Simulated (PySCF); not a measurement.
Species: C₈H₉ (doublet state).
Geometry (GFN2-xTB, Å), atoms numbered from 1 in this order:
```
atom  x, y, z in Å
C1    -3.6897    1.2433    0.3204
C2    -2.7420    0.3659   -0.0158
C3    -1.8667   -0.4488   -0.3264
C4    -0.9097   -1.3677   -0.6959
C5     0.3857   -1.3337   -0.3023
C6     0.9752   -0.2744    0.5696
C7     1.9911    0.5119   -0.2083
C8     3.2822    0.5401    0.0619
H9    -3.4695    2.0889    0.9490
H10   -4.7005    1.1290   -0.0319
H11   -1.2465   -2.1717   -1.3418
H12    1.0674   -2.0954   -0.6527
H13    0.1820    0.3915    0.9196
H14    1.4623   -0.7362    1.4333
H15    1.5936    1.0597   -1.0526
H16    3.9767    1.1123   -0.5298
H17    3.7014   -0.0025    0.8938
```

The hyperfine couplings belong to this conformer and change with its torsions.

The species is `[CH2]C#C/C=C\CC=C` [radical].

Level of theory: PySCF, UKS B3LYP, pcH-1 on C H, non-relativistic, mean-field spin-orbit, GIAO. One conformer (not necessarily the lowest) at the GFN2-xTB geometry, without solvent, vibrations or thermal averaging. Couplings are sensitive to structure, and on GFN2-xTB geometries they can be far from those on DFT ones. Stability of the SCF solution: not tested. ⟨S²⟩ is 0.788 where a pure state has 0.75.

The Mulliken spin populations are largest on C1 (+0.63), C3 (+0.46), C5 (+0.42) and C2 (-0.24). Three atoms exceed +0.15. The angles at C1 add up to 360.0°, so it is planar.

Problem. Test a(H) = Q·ρ(C) for the protons on planar carbons with a spin population beyond ±0.08.

Solution. 
| H | C | ρ(C) | a(H) (G) | a/ρ (G) |
| --- | --- | --- | --- | --- |
| H9 | C1 | +0.628 | -15.21 | -24.2 |
| H10 | C1 | +0.628 | -15.20 | -24.2 |
| H11 | C4 | -0.202 | +4.80 | -23.8 |
| H12 | C5 | +0.420 | -9.46 | -22.5 |

A least-squares line through the origin gives Q = -23.9 G with Mulliken populations. In McConnell's picture π spin on carbon polarises the C–H bond and leaves opposite spin at the proton, which makes Q negative, as found here. Where ρ is negative the coupling is positive.

Problem. Leave H11 and its like out of the fit. How well does the relation then predict its coupling?

Solution. The other protons give Q = -23.9 G, so a = -23.9 × -0.202 ≈ 4.82 G, against the computed 4.80 G.

Problem. List the C–H protons on four-coordinate carbons next to a three-coordinate spin centre, with their couplings and θ (C–H bond against the normal to the plane of the centre's neighbours, projected along the bond that joins the two).

Solution. 
```json
{"β H": "H13", "on": "C6", "centre": "C5", "θ (°)": "85", "cos²θ": "0.01", "a (G)": "+0.36"}
{"β H": "H14", "on": "C6", "centre": "C5", "θ (°)": "35", "cos²θ": "0.67", "a (G)": "+11.19"}
```

Couplings in gauss use g_iso = 2.0027.
